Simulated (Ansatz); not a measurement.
Steps of a relaxation of ClH3O3SW (`[OH][W]([OH])([OH])(=[S])[Cl]`) with RKS PBE0-D4/def2-TZVP.

```sh
$ ansatz run in.yaml --threads 4 --pin off --events-out ev --progress --plain --max-ram 11315MiB
```

```yaml
crystal:
  periodic: [false, false, false]
  atoms:
    - {symbol: O, position_ang: [1.809069, 0.169479, -0.060033]}
    - {symbol: W, position_ang: [-0.089969, 0.124015, -0.158675]}
    - {symbol: O, position_ang: [-1.772756, -0.311322, 0.593338]}
    - {symbol: O, position_ang: [-0.081933, -1.414136, -1.255073]}
    - {symbol: S, position_ang: [-0.512347, 1.807986, -1.411786]}
    - {symbol: Cl, position_ang: [0.236787, 0.862843, 2.142654]}
    - {symbol: H, position_ang: [2.269557, 0.377435, 0.776322]}
    - {symbol: H, position_ang: [-1.952456, -0.230392, 1.550495]}
    - {symbol: H, position_ang: [0.182549, -1.432106, -2.194442]}
basis:
  gaussian: {orbitals: def2-TZVP}
hamiltonian: {xc: pbe0, dispersion: d4}
relax: {f_tol: 0.005, max_steps: 150}
```

Positions (Å) and forces (eV/Å) along the path, 16 of 19 steps:

```xyz
9
step=1 energy=-31368.7984 eV
O     1.809    0.169   -0.060   -0.344    0.076    0.597
W    -0.090    0.124   -0.159   -0.056    0.276   -0.320
O    -1.773   -0.311    0.593    0.519    0.164    0.418
O    -0.082   -1.414   -1.255    0.182    0.537   -0.247
S    -0.512    1.808   -1.412    0.200   -0.808    0.604
Cl    0.237    0.863    2.143   -0.057   -0.092   -0.347
H     2.270    0.377    0.776   -0.399   -0.161   -0.671
H    -1.952   -0.230    1.550    0.166   -0.062   -0.771
H     0.183   -1.432   -2.194   -0.210    0.071    0.738
9
step=2 energy=-31368.8520 eV
O     1.791    0.154   -0.064    0.255    0.039    0.292
W    -0.085    0.137   -0.151    0.080   -0.541    0.226
O    -1.747   -0.319    0.573   -0.145   -0.025    0.377
O    -0.082   -1.389   -1.223    0.063   -0.097   -0.323
S    -0.498    1.777   -1.376   -0.156    0.641   -0.486
Cl    0.225    0.886    2.102    0.024    0.083    0.174
H     2.248    0.362    0.760   -0.036   -0.049   -0.220
H    -1.928   -0.254    1.519   -0.028   -0.038   -0.230
H     0.164   -1.401   -2.156   -0.058   -0.012    0.191
9
step=3 energy=-31368.8670 eV
O     1.796    0.146   -0.055   -0.049   -0.020    0.070
W    -0.085    0.133   -0.151   -0.007   -0.028   -0.031
O    -1.748   -0.326    0.582    0.077    0.000    0.052
O    -0.081   -1.391   -1.233    0.014    0.031   -0.016
S    -0.499    1.789   -1.391   -0.002    0.018   -0.007
Cl    0.225    0.901    2.110   -0.005    0.015    0.000
H     2.256    0.361    0.761    0.018   -0.002   -0.047
H    -1.935   -0.261    1.522   -0.035   -0.008   -0.036
H     0.160   -1.399   -2.163   -0.010   -0.006    0.014
9
step=4 energy=-31368.8687 eV
O     1.796    0.135   -0.049   -0.050   -0.024    0.022
W    -0.084    0.130   -0.149   -0.011    0.015   -0.011
O    -1.743   -0.335    0.586    0.059   -0.008   -0.007
O    -0.080   -1.389   -1.237    0.006    0.016    0.011
S    -0.497    1.789   -1.389    0.005   -0.011    0.019
Cl    0.221    0.914    2.108    0.003    0.012   -0.008
H     2.262    0.364    0.759    0.020    0.008   -0.010
H    -1.941   -0.261    1.523   -0.027   -0.002    0.000
H     0.154   -1.394   -2.168   -0.005   -0.007   -0.016
9
step=5 energy=-31368.8699 eV
O     1.798    0.093   -0.024    0.094   -0.012    0.048
W    -0.078    0.118   -0.140    0.040    0.150   -0.037
O    -1.729   -0.376    0.588   -0.019    0.012    0.120
O    -0.071   -1.386   -1.247    0.025   -0.006   -0.044
S    -0.486    1.791   -1.365    0.013   -0.069    0.040
Cl    0.224    0.976    2.093   -0.081   -0.045   -0.032
H     2.282    0.385    0.755   -0.076   -0.022   -0.081
H    -1.971   -0.268    1.512    0.017    0.001   -0.042
H     0.120   -1.378   -2.189   -0.014   -0.008    0.029
9
step=6 energy=-31368.8709 eV
O     1.802    0.081   -0.022    0.091    0.045    0.095
W    -0.073    0.118   -0.141   -0.040    0.022    0.028
O    -1.719   -0.379    0.595   -0.080   -0.024    0.033
O    -0.066   -1.386   -1.249    0.017    0.007   -0.061
S    -0.481    1.791   -1.364    0.008   -0.020    0.013
Cl    0.198    0.972    2.095    0.050   -0.001   -0.034
H     2.285    0.395    0.748   -0.064   -0.027   -0.065
H    -1.967   -0.259    1.516    0.037    0.001   -0.062
H     0.109   -1.378   -2.194   -0.020   -0.004    0.054
9
step=7 energy=-31368.8717 eV
O     1.816    0.100   -0.004    0.056    0.006    0.033
W    -0.057    0.115   -0.144   -0.012    0.016   -0.014
O    -1.709   -0.388    0.582   -0.045   -0.033    0.024
O    -0.026   -1.394   -1.249   -0.022    0.064    0.232
S    -0.477    1.779   -1.375    0.009   -0.043    0.022
Cl    0.194    0.974    2.092    0.018    0.000   -0.008
H     2.282    0.398    0.781   -0.032   -0.003   -0.026
H    -1.952   -0.259    1.503    0.020    0.010   -0.040
H     0.018   -1.371   -2.203    0.008   -0.016   -0.224
9
step=9 energy=-31368.8700 eV rejected
O     1.831    0.097    0.022    0.004   -0.004   -0.011
W    -0.041    0.106   -0.140    0.028   -0.024   -0.076
O    -1.692   -0.422    0.580   -0.011    0.005    0.012
O     0.005   -1.388   -1.260   -0.039    0.024   -0.490
S    -0.470    1.760   -1.379   -0.009    0.019    0.039
Cl    0.189    0.986    2.091   -0.017    0.010    0.002
H     2.280    0.420    0.808   -0.007   -0.009   -0.002
H    -1.948   -0.239    1.489    0.010   -0.005   -0.018
H    -0.067   -1.366   -2.228    0.041   -0.017    0.545
9
step=10 energy=-31368.8732 eV
O     1.828    0.089    0.014    0.007    0.000    0.005
W    -0.045    0.105   -0.143   -0.004    0.073    0.033
O    -1.695   -0.423    0.581   -0.005   -0.002    0.010
O    -0.006   -1.387   -1.259    0.006   -0.063   -0.036
S    -0.473    1.771   -1.365   -0.004    0.014   -0.010
Cl    0.188    0.987    2.085    0.001    0.007    0.024
H     2.276    0.418    0.798    0.006   -0.005    0.000
H    -1.946   -0.236    1.489   -0.004   -0.006   -0.002
H    -0.039   -1.370   -2.218   -0.004   -0.017   -0.024
9
step=12 energy=-31368.8737 eV
O     1.834    0.100    0.021    0.000    0.000   -0.003
W    -0.037    0.110   -0.145    0.000    0.008   -0.002
O    -1.686   -0.428    0.574   -0.002   -0.002   -0.003
O     0.012   -1.383   -1.262    0.001   -0.002   -0.003
S    -0.474    1.774   -1.367    0.002   -0.005    0.005
Cl    0.182    0.993    2.086    0.000    0.000    0.003
H     2.281    0.411    0.813    0.002    0.002    0.002
H    -1.941   -0.241    1.481   -0.001    0.002    0.002
H    -0.081   -1.382   -2.217   -0.001   -0.002    0.000
9
step=13 energy=-31368.8737 eV
O     1.834    0.101    0.020   -0.003    0.000   -0.003
W    -0.037    0.110   -0.145    0.004   -0.012    0.011
O    -1.687   -0.427    0.574    0.001   -0.001   -0.004
O     0.012   -1.383   -1.262    0.001    0.000    0.000
S    -0.474    1.774   -1.366   -0.003    0.011   -0.008
Cl    0.182    0.992    2.087    0.001    0.000    0.002
H     2.282    0.411    0.812    0.001    0.002    0.002
H    -1.942   -0.241    1.481    0.000    0.002    0.001
H    -0.081   -1.383   -2.217   -0.002   -0.001    0.000
9
step=14 energy=-31368.8737 eV
O     1.837    0.103    0.023   -0.002   -0.001   -0.001
W    -0.035    0.109   -0.145    0.005   -0.002   -0.004
O    -1.684   -0.431    0.572   -0.001    0.000    0.001
O     0.017   -1.383   -1.264    0.000    0.002   -0.014
S    -0.474    1.773   -1.366   -0.001    0.002    0.000
Cl    0.181    0.991    2.087   -0.002   -0.001    0.000
H     2.283    0.414    0.815    0.000   -0.001   -0.001
H    -1.942   -0.239    1.477    0.000    0.000   -0.001
H    -0.094   -1.385   -2.217    0.001    0.001    0.020
9
step=15 energy=-31368.8737 eV
O     1.838    0.104    0.023   -0.002    0.001    0.003
W    -0.033    0.109   -0.145    0.000    0.003    0.000
O    -1.683   -0.431    0.571   -0.002   -0.001    0.000
O     0.020   -1.383   -1.264   -0.002    0.000   -0.021
S    -0.474    1.774   -1.365    0.000   -0.001    0.000
Cl    0.180    0.991    2.088    0.003   -0.001   -0.001
H     2.283    0.414    0.816    0.000   -0.001   -0.002
H    -1.942   -0.238    1.476    0.001    0.000   -0.003
H    -0.099   -1.385   -2.216    0.002    0.000    0.023
9
step=17 energy=-31368.8738 eV
O     1.840    0.107    0.024   -0.001    0.002    0.003
W    -0.031    0.110   -0.145    0.002    0.000    0.000
O    -1.682   -0.433    0.568   -0.001    0.001    0.002
O     0.025   -1.382   -1.263   -0.002   -0.002   -0.014
S    -0.474    1.773   -1.366    0.000    0.001    0.000
Cl    0.179    0.988    2.089    0.000    0.001    0.000
H     2.285    0.414    0.818    0.000   -0.001   -0.002
H    -1.943   -0.237    1.472    0.001   -0.001   -0.002
H    -0.110   -1.387   -2.214    0.002   -0.001    0.012
9
step=18 energy=-31368.8738 eV
O     1.840    0.109    0.025   -0.002   -0.001    0.001
W    -0.030    0.110   -0.145    0.000    0.002    0.001
O    -1.681   -0.433    0.567    0.001   -0.001    0.000
O     0.027   -1.382   -1.264   -0.001    0.000   -0.006
S    -0.474    1.774   -1.366    0.000    0.000   -0.001
Cl    0.179    0.988    2.088    0.000    0.000    0.002
H     2.286    0.414    0.819    0.000    0.000   -0.001
H    -1.943   -0.238    1.471    0.000    0.000    0.000
H    -0.115   -1.388   -2.213    0.001   -0.001    0.004
9
step=19 energy=-31368.8738 eV
O     1.840    0.109    0.025   -0.001    0.000    0.000
W    -0.030    0.110   -0.146    0.001   -0.002    0.000
O    -1.681   -0.433    0.567    0.000    0.000   -0.001
O     0.027   -1.382   -1.264    0.000    0.002   -0.001
S    -0.474    1.774   -1.366    0.000    0.000    0.000
Cl    0.179    0.988    2.089    0.000    0.001    0.001
H     2.286    0.414    0.820    0.000    0.000    0.000
H    -1.942   -0.238    1.471    0.000    0.000    0.000
H    -0.116   -1.388   -2.213    0.000   -0.001    0.001
```

It took 79 s on 4 threads of an Intel Xeon Platinum 8488C on a shared host, with 0.77 GiB of host memory at the peak.
